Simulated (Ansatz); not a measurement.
Basis-set extrapolation for CH₅BO₃ (`COB(O)O`) (PBE0-D4/def2-TZVP geometry, frozen core, Ansatz 0.2.0). Multiplicity 1, RHF reference.

```csv
,def2-TZVPP,def2-QZVPP
HF,-290.345275,-290.359330
MP2 correlation,-0.981793,-1.058169
CCSD(T) correlation,-1.039710,not run
```

Energies in hartree. Use E(X) = E(∞) + A·exp(−7.88·√X) for Hartree–Fock and E(X) = E(∞) + B·X^(−2.97) for correlation, with X = 3 and 4, and add CCSD(T) minus MP2 of the smaller set to the MP2 limit.

Question: What is the CCSD(T) energy at the basis-set limit?

Answer: HF limit: -290.359330 + (-0.014055) × 0.13774 = -290.36127. MP2 limit: -1.058169 + (-0.076376) × 0.74074 = -1.11474. Higher-order term: -1.039710 − (-0.981793) = -0.05792. Total: -291.53393 hartree, 93.5 kcal/mol below CCSD(T)/def2-TZVPP.
